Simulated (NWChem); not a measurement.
System: BBr2F; SMILES FB(Br)Br

NWChem input:

```
start job
memory heap 200 mb stack 900 mb global 1100 mb
geometry units angstroms noautoz
  B      0.000000     0.000000    -0.620033
  F      0.000000     0.000000    -1.929908
  Br     1.661466     0.000000     0.303796
  Br    -1.661466     0.000000     0.303796
end
basis spherical
  B library aug-cc-pvdz
  F library aug-cc-pvdz
  Br library aug-cc-pvdz
end
dft
  xc xpbe96 cpbe96
  iterations 150
end
tddft
  nroots 8
  notriplet
end
task tddft energy
```

Output (shortened):

```
             Northwest Computational Chemistry Package (NWChem) 7.3.0
             --------------------------------------------------------

 C2V symmetry detected

                             Geometry "geometry" -> ""
                             -------------------------

 Output coordinates in angstroms (scale by  1.889725989 to convert to a.u.)

  No.       Tag          Charge          X              Y              Z
 ---- ---------------- ---------- -------------- -------------- --------------
    1 B                    5.0000     0.00000000     0.00000000    -0.62951375
    2 F                    9.0000     0.00000000     0.00000000    -1.93938875
    3 Br                  35.0000     1.66146600     0.00000000     0.29431525
    4 Br                  35.0000    -1.66146600     0.00000000     0.29431525

 Effective nuclear repulsion energy (a.u.)     430.4429426849

      Symmetry information
      --------------------

 Group name             C2v
 Group number             16
 Group order               4
 No. of unique centers     3

  pbe96 is a nonlocal functional; adding pw91lda local functional.

                                 NWChem DFT Module
                                 -----------------

 Summary of "ao basis" -> "ao basis" (spherical)
 ------------------------------------------------------------------------------
       Tag                 Description            Shells   Functions and Types
 ---------------- ------------------------------  ------  ---------------------
 B                        aug-cc-pvdz                9       23   4s3p2d
 F                        aug-cc-pvdz                9       23   4s3p2d
 Br                       aug-cc-pvdz               14       36   6s5p3d

      Symmetry analysis of basis
      --------------------------

        a1         47
        a2         15
        b1         35
        b2         21

[...]

                                NWChem TDDFT Module
                                -------------------

            General Information
            -------------------
           No. of orbitals :     236
            Alpha orbitals :     118
             Beta orbitals :     118
        Alpha frozen cores :       0
         Beta frozen cores :       0
     Alpha frozen virtuals :       0
      Beta frozen virtuals :       0
         Spin multiplicity :       1
    Number of AO functions :     118
        Use of symmetry is : off
      Symmetry adaption is : on
         Schwarz screening :  0.10D-07

              XC Information
              --------------
   PerdewBurkeErnzerhof Exchange Functional   1.00
     Perdew 1991 LDA Correlation Functional   1.00 local
    PerdewBurkeErnz. Correlation Functional   1.00 non-local

             TDDFT Information
             -----------------
          Calculation type : TDDFT
         Wavefunction type : Restricted singlets
          No. of electrons :      84
           Alpha electrons :      42
            Beta electrons :      42
              No. of roots :       8
          Max subspacesize :    5600
            Max iterations :     100
               Target root :       1
           Target symmetry : none
      Symmetry restriction : off
                 Algorithm : Optimal
        Davidson threshold :  0.10D-03

    8 smallest eigenvalue differences (eV)
--------------------------------------------------------
  No. Spin  Occ  Vir  Irrep   E(Occ)    E(Vir)   E(Diff)
--------------------------------------------------------
    1    1   42   43 a2       -0.270    -0.087     4.974
    2    1   41   43 b1       -0.287    -0.087     5.436
    3    1   40   43 b2       -0.300    -0.087     5.788
    4    1   39   43 a1       -0.315    -0.087     6.186
    5    1   42   44 b1       -0.270    -0.037     6.351
    6    1   41   44 a2       -0.287    -0.037     6.814
    7    1   38   43 a2       -0.342    -0.087     6.929
    8    1   40   44 a1       -0.300    -0.037     7.166
--------------------------------------------------------

  Entering Davidson iterations
  Restricted singlet excited states

  Iter   NTrls   NConv    DeltaV     DeltaE      Time
  ----  ------  ------  ---------  ---------  ---------
    1      8       0     0.31E+00   0.10+100       31.2
    2     16       0     0.85E-01   0.22E-01       31.4
    3     32       0     0.27E-01   0.58E-02       37.0
    4     48       0     0.10E-01   0.38E-03       35.0
    5     64       1     0.50E-02   0.66E-04       40.0
    6     78       1     0.18E-02   0.14E-04       34.6
    7     92       2     0.91E-03   0.15E-05       46.1
    8    104       4     0.48E-03   0.28E-06       44.8
    9    112       6     0.23E-03   0.59E-07       40.1
   10    116       8     0.99E-04   0.11E-07       38.2
  ----  ------  ------  ---------  ---------  ---------
  Convergence criterion met

  Ground state a1      -5272.189391720697 a.u.

  ----------------------------------------------------------------------------
  Root   1 singlet a2             0.185230085 a.u.                5.0404 eV
  ----------------------------------------------------------------------------
     Transition Moments    X -0.00000   Y  0.00000   Z -0.00000
     Dipole Oscillator Strength                    0.0000000000
     Electric Quadrupole                           0.0000000071
     Magnetic Dipole                               0.0000002976
     Total Oscillator Strength                     0.0000003048

[...]
```

Level: PBE/aug-cc-pVDZ, full TDDFT. Geometry: optimised at PBE0/def2-SVP.
